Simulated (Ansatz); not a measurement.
# Strength of the C–S bond: C4H8O2S → C3H5 + CH3O2S

Species: C4H8O2S (allyl methyl sulfone) `C=CCS(C)(=O)=O`, singlet; C3H5 `[CH2]C=C`, doublet; CH3O2S `C[S](=O)=O`, doublet. 

Shapes, held fixed at every level: PBE0-D4/def2-TZVP. Flexible molecules stand in one conformer, not always the lowest. Programs: Ansatz 0.2.0. The zero-point and thermal change to 298 K, harmonic and unscaled (PBE0-D4/def2-TZVP), is -16.5 kJ/mol.

| level | kind | ΔH(298 K) (kJ/mol) |
| --- | --- | --- |
| HF/def2-SVP | Hartree–Fock | +124.2 |
| SPW92/def2-TZVPP | LDA | +274.4 |
| r2SCAN-D4/def2-TZVPP | meta-GGA | +202.2 |
| B3LYP-D4/def2-TZVPP | global hybrid | +206.9 |
| BHLYP-D4/def2-TZVPP | global hybrid | +219.3 |
| wB97M-V/def2-TZVPP | range-separated hybrid | +240.3 |
| wB97X-V/def2-TZVPP | range-separated hybrid | +238.4 |
| B2PLYP/def2-TZVPP | double hybrid | +212.5 |

B2PLYP/def2-TZVPP gives ΔH(298 K) = +212.5 kJ/mol; the levels span +124.2 to +274.4. The median of the levels is +215.9. Hartree–Fock misses the correlation of the pair that is broken and comes out low. No measured value is set beside it here. Spin contamination: C3H5 (⟨S²⟩ up to 0.95). Open shells run unrestricted unless RO is named.
